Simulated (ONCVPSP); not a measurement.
**An all-electron radial function and its pseudo partner (Ga)**

Columns: radius, all-electron u(r) and pseudo u(r) of the 3d shell (level -21.27 eV) of gallium in the configuration [Ne] 3s2 3p6 3d10 4s1 4p2; LDA (Perdew-Zunger), scalar-relativistic, ONCV scheme, ONCVPSP 4.0.1.

```
r (bohr)  all-electron  pseudo
   0.070        0.0648  0.0105
   0.140        0.2816  0.0777
   0.210        0.5471  0.2316
   0.280        0.7791  0.4632
   0.350        0.9461  0.7288
   0.420        1.0462  0.9706
   0.490        1.0907  1.1408
   0.560        1.0943  1.2182
   0.630        1.0697  1.2100
   0.700        1.0273  1.1435
   0.770        0.9746  1.0507
   0.840        0.9166  0.9561
   0.910        0.8566  0.8722
   0.980        0.7969  0.8010
   1.050        0.7388  0.7392
   1.120        0.6831  0.6830
   1.190        0.6304  0.6303
   1.260        0.5809  0.5808
   1.330        0.5346  0.5345
   1.400        0.4916  0.4915
   1.470        0.4517  0.4516
   1.540        0.4147  0.4147
   1.610        0.3807  0.3806
   1.680        0.3493  0.3492
   1.750        0.3204  0.3203
   1.820        0.2938  0.2937
```

Q: How many radial nodes do the two functions have?

A: The all-electron 3d function has n − l − 1 = 0; the pseudo-wave has 0.

Q: At about which radius was the pseudo-wave matched?

A: 1.15 bohr. The columns agree to 0.0005 from 1.05 bohr on; several derivatives are matched, so the curves merge somewhat inside the radius.

Q: Where does each function peak?

A: Outermost all-electron maximum near 0.56 bohr, pseudo maximum near 0.56 bohr (to the table’s step).

Q: Is the pseudo-wave norm-conserving?

A: Yes: the ONCV scheme keeps the norm inside the radius equal to the all-electron one, which fixes the energy derivative of the logarithmic derivative at the level.
